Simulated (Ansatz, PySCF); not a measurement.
Species: SrCl2, charge 0, multiplicity 1. SMILES: [Cl][Sr][Cl]
Geometry: optimised at B3LYP-D3(BJ)/def2-TZVP (Ansatz, an electronic-structure program).

Property: atomisation energy, in kcal/mol. Set-up: dispersion terms only where a functional's name holds one; LANL2DZ with its own core potentials from Na on; six Cartesian d functions in 6-31G* and its kin unless marked 5d; spin-orbit terms left out; def2 sets with scalar-relativistic core potentials past Kr; atomisation electronic, to ground-state atoms; STO-3G and 3-21G all-electron and non-relativistic; open shells spin-unrestricted. First-principles rows: single points at B3LYP-D3(BJ) geometries (Ansatz). The Hartree-Fock reference of Sr atom is unstable towards a lower, spin-broken solution.

| level | program | atomisation energy (kcal/mol) |
|---|---|---|
| HF/LANL2DZ | Ansatz | 131.0 |
| HF/6-31G* with LANL2DZ past Ar | Ansatz | 137.2 |
| SVWN5/6-31G* with LANL2DZ past Ar | Ansatz | 178.4 |
| PBE/STO-3G | Ansatz | 197.6 |
| PBE/3-21G | Ansatz | 166.3 |
| PBE/def2-SVP | Ansatz | 216.2 |
| BP86/6-31G* with LANL2DZ past Ar (5d) | PySCF | 161.8 |
| B3LYP/def2-SVP | Ansatz | 207.2 |
| PBE0/6-31G* with LANL2DZ past Ar | Ansatz | 166.7 |
| M06-2X/def2-TZVPD | PySCF | 205.9 |
| wB97X-V/def2-TZVPD | Ansatz | 214.4 |

No value to compare with is used here. The 9 habitual levels span 131.0 (HF/LANL2DZ) to 216.2 kcal/mol (PBE/def2-SVP); wB97X-V/def2-TZVPD gives 214.4.

The levels are drawn from those run, B3LYP/6-31G* more often than the rest, none by its result; left out are runs that failed, that the program found above a lower state of the same kind, or whose <S^2> lies over 0.5 above the pure value.
